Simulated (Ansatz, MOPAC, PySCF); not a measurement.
Species: KOH, charge 0, multiplicity 1. SMILES: [K][OH]
Coordinates optimised at B3LYP-D3(BJ)/def2-TZVP (Ansatz, a program for electronic structure):
```
O
H 1 0.9574
K 1 2.2222 2 180.00
```
Charge 0, spin multiplicity 1.

Unscaled harmonic wavenumbers (cm⁻¹) in rising order, each level at the stationary point that it reaches from this structure (no distance between atoms moves by over 0.3 Å); the order of modes can differ between levels, and a negative number is imaginary. B3LYP-D3(BJ)/def2-TZVP (PySCF, at the structure above): 350, 350, 455, 3881.

AM1 (MOPAC): -347, -347, 416, 3764. Zero-point energy 6.0 against 7.2 kcal/mol; where all levels lie over 400 cm⁻¹, the wavenumbers are on average 0.942 times those of B3LYP-D3(BJ)/def2-TZVP. This level finds the structure a saddle point. The zero-point energy leaves imaginary modes out.

PM7 (MOPAC): 206, 206, 530, 2835. Zero-point energy 5.4 against 7.2 kcal/mol; where all levels lie over 400 cm⁻¹, the wavenumbers are on average 0.948 times those of B3LYP-D3(BJ)/def2-TZVP.

HF/3-21G (Ansatz): 413, 413, 466, 3741. Zero-point energy 7.2 against 7.2 kcal/mol; where all levels lie over 400 cm⁻¹, the wavenumbers are on average 0.994 times those of B3LYP-D3(BJ)/def2-TZVP.
